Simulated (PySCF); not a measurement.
Stretching MoI

Set-up: Mo def2-TZVPP with ECP28, I def2-TZVPP with ECP28; scalar-relativistic core potentials (PySCF 2.14). Energies in eV from Mo (4d5 5s1) + I in their ground configurations at the same level. State: ⁶Σ⁺ (sextet), unpaired electrons σ ↑, π ↑↑, δ ↑↑.

```csv
R (Å),PBE
2.271,-1.988
2.377,-2.546
2.482,-2.831
2.562,-2.921
2.641,-2.936
2.720,-2.896
2.826,-2.784
2.958,-2.588
3.116,-2.313
3.328,-1.937
```

Q: Put a parabola through the three lowest points of the PBE curve and estimate Re, k and ωe (reduced mass 55.27 u; 1 eV/Å² = 0.16022 mdyn/Å; ωe = 1302.8·√(k/μ) cm⁻¹).

A: Through R = 2.562, 2.641, 2.72 Å the second-order coefficient is 4.41 eV/Å², so Re ≈ 2.623 Å, k ≈ 1.41 mdyn/Å and ωe ≈ 208 cm⁻¹. A polynomial fit of higher order to the unrounded PBE energies gives Re = 2.619 Å, k = 1.52 mdyn/Å, ωe = 216 cm⁻¹; anharmonicity and rounding make the difference.

The higher-order fit for each curve: PBE: Re = 2.619 Å, ωe = 216 cm⁻¹, De = 2.94 eV.

The metal atom is held in its measured ground configuration; semilocal functionals can put another filling of s and d lower by some tenths of an eV, and De to that atom would be smaller. Spin–orbit coupling is left out, which matters for elements this heavy, above all for dissociation energies. With d or f electrons several states lie close, and the lowest PBE0 determinant need not be the measured ground state.
